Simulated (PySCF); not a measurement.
C5H3N3, SMILES c1cnc(C#N)nc1.

Coordinates come from a B3LYP-D3(BJ)/def2-SVP optimisation.

Method: ωB97X/def2-TZVP run with PySCF.

Symmetry labels are those of the subgroup C2v that the program uses (full group C2v).

Computed valence orbital energies around the gap with their symmetry:
```tsv
orbital	symmetry	energy (eV)
HOMO−7	B2	-15.30
HOMO−6	A1	-13.39
HOMO−5	B1	-13.08
HOMO−4	B2	-12.51
HOMO−3	A1	-12.32
HOMO−2	A2	-12.31
HOMO−1	B1	-10.93
HOMO	B2	-10.67
LUMO	B1	-0.27
LUMO+1	A2	0.12
LUMO+2	B2	3.06
LUMO+3	A1	3.20
```
